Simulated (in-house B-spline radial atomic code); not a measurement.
**Tb VIII (Tb7+): [Kr] 4d10 4f8 5s2 5p2 (an excited or competing configuration)**

Level of theory: Dirac-Hartree-Fock, average of configuration, Fermi nucleus of rms radius 5.06 fm; calculated with a radial B-spline atomic code at the basis-set limit.

Effective charges: Z_r = [3n² - l(l+1)]/(2<r>) from the radius, Z_e = n√(-2ε) from the energy, and Slater's rules. Values are occupation-weighted means over j. An effective charge above Z reflects the relativistic contraction of the inner shells.

| shell | electrons | ε (eV) | <r> (bohr) | Z_r | Z_e | Slater |
| --- | --- | --- | --- | --- | --- | --- |
| 1s | 2 | -52409 | 0.0215 | 69.76 | 62.06 | 64.70 |
| 2s | 2 | -8892.8 | 0.09087 | 66.03 | 51.13 | 60.85 |
| 2p | 6 | -7936.2 | 0.08058 | 62.05 | 48.30 | 60.85 |
| 3s | 2 | -2103 | 0.2381 | 56.70 | 37.30 | 53.75 |
| 3p | 6 | -1798.9 | 0.2368 | 52.78 | 34.50 | 53.75 |
| 3d | 10 | -1388.1 | 0.2162 | 48.56 | 30.30 | 43.85 |
| 4s | 2 | -521.49 | 0.5412 | 44.34 | 24.76 | 37.25 |
| 4p | 6 | -417.87 | 0.5726 | 40.17 | 22.17 | 37.25 |
| 4d | 10 | -269.74 | 0.6212 | 33.81 | 17.81 | 25.85 |
| 5s | 2 | -144.88 | 1.25 | 30.01 | 16.32 | 13.85 |
| 5p | 2 | -118.88 | 1.387 | 26.32 | 14.78 | 13.85 |
| 4f | 8 | -112.54 | 0.7572 | 23.77 | 11.50 | 16.55 |

The least bound orbital is 4f7/2 at -112.2 eV, while the most diffuse is 5p3/2 (<r> = 1.407 bohr against 0.7603 bohr): energy order and size order differ.

Spin-orbit splittings of the orbital energies (j = l + 1/2 above j = l - 1/2 when positive): 2p 748.7 eV, 3p 157.6 eV, 3d 33.96 eV, 4p 35.41 eV, 4d 6.507 eV, 5p 5.913 eV, 4f 0.8623 eV.

For the 1s electron the small component carries 5.88 % of the norm, the zero-frequency Breit interaction raises the level by 158.6 eV, self-energy by 95.39 eV, and vacuum polarisation lowers it by 15.78 eV.

The density falls to 0.001 bohr⁻³ at 2.7 bohr; Σ<r²> = 21.904 bohr² gives, by the non-relativistic formula and without the paramagnetism of open shells, a Langevin diamagnetic susceptibility of -17.35×10⁻⁶ cm³/mol.
